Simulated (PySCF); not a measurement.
C4H10BN, SMILES N(=C\C)/B(C)C.

The structure is a stationary point at B3LYP-D3(BJ)/def2-SVP. The structure was generated by enumeration; whether it is a known compound was not checked. Other conformers were not sampled.

Calculation: CAM-B3LYP/def2-TZVP run with PySCF.

Symmetry labels are those of the subgroup Cs that the program uses (full group Cs).

Computed valence orbital energies around the gap with their symmetry:
```tsv
orbital	symmetry	energy (eV)
HOMO−7	A'	-12.65
HOMO−6	A'	-12.46
HOMO−5	A"	-12.38
HOMO−4	A"	-11.74
HOMO−3	A'	-11.15
HOMO−2	A"	-11.02
HOMO−1	A"	-9.20
HOMO	A'	-8.59
LUMO	A"	0.94
LUMO+1	A'	1.66
LUMO+2	A'	2.05
LUMO+3	A'	2.49
```
